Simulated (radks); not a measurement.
The numbers below are computed, except where a source is named.
Task: Br4+, configuration [Ar] 3d9.75 4s2 4p1.25 (fractional occupations, a model configuration). Level of theory: scalar-relativistic Kohn-Sham, LDA (Slater exchange, Perdew-Zunger correlation), spin-polarised, spherical densities, point nucleus; open shells are filled with parallel spins first (a radial shooting solver on a logarithmic mesh with Libxc functionals). Some entries of the table are withheld. Estimate them.

orbital  occ.  eigenvalue (hartree)  <r> (bohr)  <1/r> (bohr^-1)
1s up       1             -490.8179     0.04280            35.61
1s down     1             -490.8128     0.04280            35.61
2s up       1             -65.78130      0.1898            7.885
2s down     1             -65.76842      0.1898            7.886
2p up       3             -58.33561      0.1656            7.725
2p down     3             -58.32363      0.1655            7.725
3s up       1             -10.84383      0.5508            2.599
3s down     1             -10.82373      0.5508            2.599
3p up       3              -8.48940         (1)            2.451
3p down     3              -8.46862         (2)            2.451
3d up       5                   (3)      0.5815              (4)
3d down  4.75                   (5)      0.5806              (6)
4s up       1              -2.54920       1.491           0.8967
4s down     1              -2.49336       1.491           0.8979
4p up    1.25              -1.98950       1.666           0.7925
4p down     0              -1.93416       1.672           0.7906

Result: 
(1) 3p up <r> (bohr): 0.5622
(2) 3p down <r> (bohr): 0.5620
(3) 3d up eigenvalue (hartree): -4.57945
(4) 3d up <1/r> (bohr^-1): 2.175
(5) 3d down eigenvalue (hartree): -4.55642
(6) 3d down <1/r> (bohr^-1): 2.177
